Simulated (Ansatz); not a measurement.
Basis-set extrapolation for `CC1=CB(F)C1` (PBE0-D4/def2-TZVP geometry, frozen core, Ansatz). Multiplicity 1, RHF reference.

```
                      def2-TZVPP   def2-QZVPP
                 HF  -279.226539  -279.238803
    MP2 correlation    -0.990956    -1.062295
CCSD(T) correlation    -1.069661      not run
```

Energies in hartree. Use E(X) = E(∞) + A·exp(−7.88·√X) for Hartree–Fock and E(X) = E(∞) + B·X^(−2.97) for correlation, with X = 3 and 4, and add CCSD(T) minus MP2 of the smaller set to the MP2 limit.

Task: What is the CCSD(T) energy at the basis-set limit?

Result: HF limit: -279.238803 + (-0.012264) × 0.13774 = -279.24049. MP2 limit: -1.062295 + (-0.071339) × 0.74074 = -1.11514. Higher-order term: -1.069661 − (-0.990956) = -0.07871. Total: -280.43434 hartree, 362.7 kJ/mol below CCSD(T)/def2-TZVPP.
